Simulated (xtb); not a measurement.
C3H4O2Si, SMILES C#C[SiH2]C(=O)O. All values are semi-empirical tight-binding results from xtb (GFN2-xTB unless named), good for trends rather than for accurate numbers. Coordinates come from a GFN2-xTB optimisation. This is a generated structure with no PubChem entry under its InChIKey; it may be hypothetical. One conformer was computed; it need not be the lowest.

### Question
Estimate the properties. (An estimate is asked for; the answer gives what the named calculation found.)

### Answer

orbital gap: 3.57 eV
dipole moment: 1.94 D
zero-point energy: 36.0 kcal/mol
G − E(el) at 298.15 K (modified RRHO): 15.8 kcal/mol
static polarisability (D4 model): 68.1 bohr³
solvation energy, GFN2-xTB/ALPB(water): -6.8 kcal/mol
solvation energy, GFN2-xTB/ALPB(acetone): -9.9 kcal/mol
